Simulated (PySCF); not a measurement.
Electron correlation in Sb⁺ (antimony, charge +1)

[Kr] 4d10 5s2 5p2, high-spin 3P determinant. All numbers are calculated (PySCF 2.14, scalar relativity through the core potential, in def2-TZVP with the def2 core potential (28 electrons) (6s5p3d2f, 50 functions)). Frozen: 4s2 4p6 4d10; 4 electrons correlated.

MP2 pair energies summed by pair of shells (mhartree):

```
 pair  energy  share (%)
5s-5p  -27.99       61.4
5s-5s  -13.20       29.0
5p-5p   -4.37        9.6
```

Total MP2 correlation energy: -45.56 mhartree.

Same-spin part -7.54 and opposite-spin part -38.02 mhartree; SCS-MP2 scales them by 1/3 and 6/5 to -48.14 mhartree.

```csv
level,correlation energy (mhartree)
CCSD,-58.76
(T),-1.38
CCSD(T),-60.14
```

Diagnostics: T1 = 0.0074, D1 = 0.0200, largest double amplitude 0.091.

Question: Is a single reference adequate?

Answer: Mostly. T1 lies below 0.03, but a double amplitude of this size points to a near-degeneracy that CCSD handles and MP2 describes poorly.
